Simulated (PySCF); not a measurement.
C2H7S (SMILES CC[SH2+]), charge +1, singlet, geometry from GFN2-xTB; DF-B3LYP/aug-cc-pVDZ run with PySCF.

The PySCF input:
```python
from pyscf import gto, scf, dft
import numpy

mol = gto.Mole()
mol.atom = '''
    C     1.53145653    0.73564742    0.10694436
    C     0.02726540    0.87468496    0.06850411
    S    -0.75523355   -0.79638233   -0.18004300
    H    -1.99146346   -0.50823109    0.28749942
    H    -0.37068924    1.30238251    0.98666784
    H    -0.29446314    1.46595224   -0.78878956
    H     1.96823129    1.72963885    0.17858664
    H     1.86336116    0.16284318    0.96947556
    H     1.91447533    0.27099735   -0.79813333
    H    -0.35804669   -1.34346000    0.99269072
'''
mol.basis = 'aug-cc-pvdz'
mol.charge = 1
mol.verbose = 4
mol.cart = True
mol.build()
print('smallest overlap eigenvalue', numpy.linalg.eigvalsh(mol.intor('int1e_ovlp'))[0])

mf = dft.RKS(mol)
mf.xc = 'b3lyp'
mf = mf.density_fit(auxbasis='def2-universal-jkfit')
mf.kernel()
mf.analyze()
```

**Question.** Predict the main parts of the log of this PySCF run.

**Answer.** 
```
PySCF version 2.14.0

[INPUT] verbose = 4
[INPUT] num. atoms = 10
[INPUT] num. electrons = 34
[INPUT] charge = 1
[INPUT] spin (= nelec alpha-beta = 2S) = 0
[INPUT] symmetry False subgroup None
[INPUT] Mole.unit = angstrom
[INPUT] Cartesian GTO integrals (6d 10f)
[INPUT] Symbol           X                Y                Z      unit          X                Y                Z       unit  Magmom
[INPUT]  1 C      1.531456530000   0.735647420000   0.106944360000 AA    2.894033413377   1.390172148043   0.202095550967 Bohr   0.0
[INPUT]  2 C      0.027265400000   0.874684960000   0.068504110000 AA    0.051524138677   1.652915019676   0.129454006307 Bohr   0.0
[INPUT]  3 S     -0.755233550000  -0.796382330000  -0.180043000000 AA   -1.427184569583  -1.504944494143  -0.340231960645 Bohr   0.0
[INPUT]  4 H     -1.991463460000  -0.508231090000   0.287499420000 AA   -3.763320526479  -0.960417568089   0.543295164771 Bohr   0.0
[INPUT]  5 H     -0.370689240000   1.302382510000   0.986667840000 AA   -0.700501140923   2.461146253324   1.864531993516 Bohr   0.0
[INPUT]  6 H     -0.294463140000   1.465952240000  -0.788789560000 AA   -0.556454688379   2.770248245293  -1.490596238316 Bohr   0.0
[INPUT]  7 H      1.968231290000   1.729638850000   0.178586640000 AA    3.719418087899   3.268543720908   0.337479839106 Bohr   0.0
[INPUT]  8 H      1.863361160000   0.162843180000   0.969475560000 AA    3.521242263552   0.307729011453   1.832043292859 Bohr   0.0
[INPUT]  9 H      1.914475330000   0.270997350000  -0.798133330000 AA    3.617834045936   0.512110771983  -1.508253404587 Bohr   0.0
[INPUT] 10 H     -0.358046690000  -1.343460000000   0.992690720000 AA   -0.676610183907  -2.538771459308   1.875913587197 Bohr   0.0

nuclear repulsion = 116.501788260508
number of shells = 59
number of NR pGTOs = 203
number of NR cGTOs = 142
basis = aug-cc-pvdz
ecp = {}
smallest overlap eigenvalue 4.1620170681346794e-05

******** <class 'pyscf.df.df_jk.DFRKS'> ********
method = DFRKS
initial guess = minao
damping factor = 0
level_shift factor = 0
DIIS = <class 'pyscf.scf.diis.CDIIS'>
diis_start_cycle = 1
diis_space = 8
diis_damp = 0
SCF conv_tol = 1e-09
SCF conv_tol_grad = None
SCF max_cycles = 50
direct_scf = False
XC library pyscf.dft.libxc version 7.1.2
    S. Lehtola, C. Steigemann, M. J. T. Oliveira, and M. A. L. Marques,  SoftwareX 7, 1–5 (2018)
XC functionals = b3lyp
    P. J. Stephens, F. J. Devlin, C. F. Chabalowski, and M. J. Frisch,  J. Phys. Chem. 98, 11623 (1994)
radial grids:
    Treutler-Ahlrichs [JCP 102, 346 (1995); DOI:10.1063/1.469408] (M4) radial grids

becke partition: Becke, JCP 88, 2547 (1988); DOI:10.1063/1.454033
pruning grids: <function nwchem_prune>
grids dens level: 3
symmetrized grids: False
atomic radii adjust function: <function treutler_atomic_radii_adjust>
small_rho_cutoff = 0
Set gradient conv threshold to 3.16228e-05
Initial guess from minao.
tot grids = 115776
******** <class 'pyscf.df.df.DF'> ********
auxbasis = def2-universal-jkfit
init E= -478.734979037091
  HOMO = -0.352211348925145  LUMO = -0.0556487512604535  gap/eV = 8.06988
cycle= 1 E= -478.322946736533  delta_E= 0.412  |g|= 0.32  |ddm|= 4.49
  HOMO = -0.515676546764664  LUMO = -0.263080240585481  gap/eV = 6.87350
cycle= 2 E= -478.319249529737  delta_E= 0.0037  |g|= 0.355  |ddm|= 1.05
  HOMO = -0.559319555887087  LUMO = -0.23868328053459  gap/eV = 8.72496
cycle= 3 E= -478.354433239275  delta_E= -0.0352  |g|= 0.0398  |ddm|= 0.505
  HOMO = -0.554077430992097  LUMO = -0.23199147295244  gap/eV = 8.76441
cycle= 4 E= -478.3547888412  delta_E= -0.000356  |g|= 0.0181  |ddm|= 0.0771
  HOMO = -0.554904360297932  LUMO = -0.232809538777844  gap/eV = 8.76465
cycle= 5 E= -478.354870697967  delta_E= -8.19e-05  |g|= 0.00471  |ddm|= 0.0266
  HOMO = -0.554695318850751  LUMO = -0.232818032420453  gap/eV = 8.75873
cycle= 6 E= -478.354876451193  delta_E= -5.75e-06  |g|= 0.000894  |ddm|= 0.00711
  HOMO = -0.554640990003652  LUMO = -0.232808890016696  gap/eV = 8.75750
cycle= 7 E= -478.354876659432  delta_E= -2.08e-07  |g|= 0.000183  |ddm|= 0.00147
  HOMO = -0.554662807711665  LUMO = -0.23282609039804  gap/eV = 8.75762
cycle= 8 E= -478.354876669489  delta_E= -1.01e-08  |g|= 4.32e-05  |ddm|= 0.000328
  HOMO = -0.554663652040878  LUMO = -0.232825679206362  gap/eV = 8.75766
cycle= 9 E= -478.354876670095  delta_E= -6.05e-10  |g|= 8.97e-06  |ddm|= 7.39e-05
  HOMO = -0.554664977496424  LUMO = -0.232826311501701  gap/eV = 8.75768
Extra cycle  E= -478.354876670098  delta_E= -3.3e-12  |g|= 8.74e-06  |ddm|= 2.97e-05
converged SCF energy = -478.354876670098
**** SCF Summaries ****
Total Energy =                        -478.354876670098008
Nuclear Repulsion Energy =             116.501788260508263
One-electron Energy =                 -878.912323554337377
Two-electron Energy =                  284.055658623731119
Two-electron Coulomb Energy =          322.933238029766301
DFT Exchange-Correlation Energy =      -38.877579406035181
HOMO-LUMO gap [eV] =                     8.757676176544255
**** MO energy ****
MO #1   energy= -89.2112913763576  occ= 2
MO #2   energy= -10.4475280542801  occ= 2
MO #3   energy= -10.3730281001528  occ= 2
MO #4   energy= -8.26259043019763  occ= 2
MO #5   energy= -6.22494424115803  occ= 2
MO #6   energy= -6.22417867918203  occ= 2
MO #7   energy= -6.21959356627201  occ= 2
MO #8   energy= -1.07426434182743  occ= 2
MO #9   energy= -0.956459033457282 occ= 2
MO #10  energy= -0.827287864856046 occ= 2
MO #11  energy= -0.721390227004765 occ= 2
MO #12  energy= -0.699413409952963 occ= 2
MO #13  energy= -0.656635627736295 occ= 2
MO #14  energy= -0.600576501490104 occ= 2
MO #15  energy= -0.593086756087881 occ= 2
MO #16  energy= -0.561921549253474 occ= 2
MO #17  energy= -0.554664977496424 occ= 2
MO #18  energy= -0.232826311501701 occ= 0
MO #19  energy= -0.225344378501498 occ= 0
MO #20  energy= -0.198263951043661 occ= 0
MO #21  energy= -0.133878130935459 occ= 0
MO #22  energy= -0.129378974404002 occ= 0
MO #23  energy= -0.124692953232268 occ= 0
MO #24  energy= -0.104911034984516 occ= 0
MO #25  energy= -0.0941311237300164 occ= 0
 ** Mulliken pop on meta-lowdin orthogonal AOs  **
 ** Mulliken pop  **
 ** Mulliken atomic charges  **
charge of    0C =     -0.32589
charge of    1C =     -0.20600
charge of    2S =      0.47080
charge of    3H =      0.16211
charge of    4H =      0.15294
charge of    5H =      0.16016
charge of    6H =      0.16405
charge of    7H =      0.12872
charge of    8H =      0.13484
charge of    9H =      0.15826

WARN: System has nonzero charge 1; the dipole moment is origin-dependent.
Location of origin: [0. 0. 0.]

Dipole moment(X, Y, Z, Debye): -1.88713, -0.57727,  1.01583
```
